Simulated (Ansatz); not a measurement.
One change: `CC(C)[Si]Cl` becomes `CC(C)[TeH]`.

Ansatz, PBE0-D4/def2-TZVP geometries, multiplicity 1. Each molecule was computed in one conformer, which needn't be the lowest.

Elements past krypton have def2 core potentials.

```csv
property,`CC(C)[Si]Cl`
size of the dipole moment (B3LYP/def2-TZVPP) / D,1.89
HOMO–LUMO gap (PBE/def2-TZVPP) / eV,2.12
LUMO energy (PBE0/def2-TZVPP) / eV,-2.43
size of the dipole moment (PBE/def2-TZVPP) / D,1.87
HOMO–LUMO gap (ωB97M-V/def2-TZVPP) / eV,8.05
size of the dipole moment (ωB97M-V/def2-TZVPP) / D,1.88
```

Give the same properties after the change, and the shifts. (Estimate.)

Computed: 
```tsv
property	`CC(C)[TeH]`	shift
size of the dipole moment (B3LYP/def2-TZVPP) / D	1.51	-0.38
HOMO–LUMO gap (PBE/def2-TZVPP) / eV	3.56	1.44
LUMO energy (PBE0/def2-TZVPP) / eV	-0.58	1.85
size of the dipole moment (PBE/def2-TZVPP) / D	1.53	-0.34
HOMO–LUMO gap (ωB97M-V/def2-TZVPP) / eV	9.35	1.30
size of the dipole moment (ωB97M-V/def2-TZVPP) / D	1.48	-0.40
```

With PBE0 the HOMO rises by 0.42 eV and the LUMO rises by 1.85 eV, so the gap widens by about 1.43 eV. PBE moves the HOMO by 0.38 eV and ωB97M-V by 0.37 eV. Dipoles are sizes alone; their direction can turn.

B3LYP here is the variant with VWN-RPA as its local correlation; programs differ in this.

Spin–orbit coupling is left out; it splits and shifts lone-pair levels of the heavy atoms by tenths of an eV.
